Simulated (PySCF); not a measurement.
Isomers of C2H11FN2Si2, one GFN2-xTB conformer each. Single-point energies are computed at PBE0/pcSseg-1 (PySCF, gas phase, no added dispersion term), electronic only.

```
               SMILES  GFN2-xTB relative energy (kcal/mol)
    NCCN[SiH2][SiH2]F                                 44.3
CN(C)[Si@H](F)N[SiH3]                                  0.0
```

Conformers: `[NH2:1][CH2:2][CH2:3][NH:4][SiH2:5][SiH2:6][F:7]` with H–N1–C2–C3 62° and -55°, N1–C2–C3–N4 59°, C2–C3–N4–Si5 -139°, C3–N4–Si5–Si6 169°, N4–Si5–Si6–F7 171°; `[CH3:1][N:2]([CH3:3])[Si@H:4]([F:5])[NH:6][SiH3:7]` with C1–N2–Si4–F5 170°, N2–Si4–N6–Si7 -177°.

Task: What does PBE0/pcSseg-1 give for the same structures?

Result: 
```tsv
SMILES	PBE0/pcSseg-1 E (Eh)	PBE0/pcSseg-1 (kcal/mol)	GFN2-xTB (kcal/mol)	point group
CN(C)[Si@H](F)N[SiH3]	-870.66754	0.0	0.0	C1
NCCN[SiH2][SiH2]F	-870.59809	43.6	44.3	C1
```

Both levels put the same isomer lowest. As drawn, the higher has an Si–Si bond, which the lower lacks.

Task: Which frontier levels, dipoles and rotational constants go with these structures?

Result: 
| SMILES | HOMO (eV, PBE0/pcSseg-1) | LUMO (eV) | dipole (D) | A, B, C (MHz) |
| --- | --- | --- | --- | --- |
| CN(C)[Si@H](F)N[SiH3] | -6.63 | 0.47 | 2.17 | 3244, 986.5, 798.2 |
| NCCN[SiH2][SiH2]F | -6.72 | -1.00 | 1.98 | 4177, 639.4, 597.4 |
